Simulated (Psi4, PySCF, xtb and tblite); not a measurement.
Internal rotation in C3H6Ge, SMILES C#C[CH2][GeH3]. Scanned: dihedral C2–C3–Ge4–H8; all other coordinates were relaxed at GFN2-xTB. Heavy atoms are numbered in the order of the SMILES C#C[CH2][GeH3], hydrogens after them in the order of the atoms that carry them; the mirror image has the same energies with the sign of each dihedral reversed.

Methods: GFN2-xTB (xtb and tblite); RKS-BP86/6-31G* = restricted BP86/6-31G*, spherical d // GFN2-xTB run with PySCF; wB97X-D/def2-TZVP // GFN2-xTB (Psi4); MP2/cc-pVTZ = DF-MP2 (frozen core)/cc-pVTZ // GFN2-xTB run with Psi4.

Energies relative to the lowest point of each profile, in kcal/mol:

```tsv
φ / °	GFN2-xTB	RKS-BP86/6-31G*	wB97X-D/def2-TZVP
0	1.19	1.33	1.36
10	1.11	1.24	1.28
20	0.88	0.99	1.03
30	0.58	0.65	0.68
40	0.29	0.32	0.35
50	0.08	0.09	0.12
60	0.00	0.00	0.00
70	0.07	0.08	0.11
80	0.28	0.32	0.35
90	0.57	0.64	0.67
100	0.87	0.97	1.02
110	1.10	1.23	1.26
```

Q: What does MP2/cc-pVTZ give at the same points?

A: 0: 1.58; 10: 1.48; 20: 1.17; 30: 0.78; 40: 0.38; 50: 0.10; 60: 0.00; 70: 0.10; 80: 0.39; 90: 0.77; 100: 1.17; 110: 1.47 (kcal/mol).
